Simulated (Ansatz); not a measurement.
The first iterations of a band of H2S + H5NOSi (11 atoms, charge 0, multiplicity 1).

Level of theory: Ansatz 0.2.0, RKS CAM-B3LYP/def2-SVP.

```yaml
movable_images: 2
climbing_image: no
spring: 5.0 eV/Å²
optimiser: quadratic models (default)
start_path: through a guess of the saddle point
force_threshold: 0.03 eV/Å
iteration_limit: 60
end_points: relaxed
```

Image 0:

```xyz
11
Properties=species:S:1:pos:R:3
Si -0.041 -1.088 -0.462
O 0.386 0.471 -0.017
H 0.739 -1.515 -1.654
H -1.489 -0.953 -0.739
N 0.253 -2.287 0.726
H -0.277 2.422 -0.411
S -0.502 3.747 -0.569
H 1.304 0.625 0.234
H 1.054 -2.905 0.695
H -0.257 -2.356 1.598
H -1.169 3.840 0.600
```

Image 3:

```xyz
11
Properties=species:S:1:pos:R:3
Si -0.439 -0.710 -1.102
O -0.198 1.540 1.556
H -0.096 -1.596 -2.248
H -1.859 -0.932 -0.724
N 0.461 -1.035 0.372
H 0.628 1.981 1.792
S 0.015 1.266 -1.744
H 0.067 0.615 1.364
H 1.476 -1.064 0.294
H 0.143 -1.823 0.933
H -0.198 1.759 -0.492
```

| iteration | highest image above the first end (eV) | largest band force component (eV/Å) |
| --- | --- | --- |
| 1 | 3.286 | 8.932 |
| 2 | 1.620 | 2.523 |
| 3 | 1.345 | 1.215 |
| 4 | 1.006 | 0.698 |
| 5 | 0.870 | 0.387 |
| 6 | 0.830 | 1.332 |
| 7 | 0.714 | 0.776 |

Task: Does the band converge within its limit, and where does its top end?

Result: It converged. It ended after 23 iterations with the highest image 0.377 eV above the first end. No image climbed, so the highest image needn't sit at the top of the path. A band with more images between the same ends climbed to 1.41 eV, so this one has probably stepped over the top. So few images can step over the top or miss a turn of the path. The orbitals stay closed-shell, which can raise the energy where a bond breaks towards radicals; this wasn't checked here.

Run time: 100 s on 4 threads of Arm Neoverse N1, with other jobs on the host, peak memory 0.26 GiB.
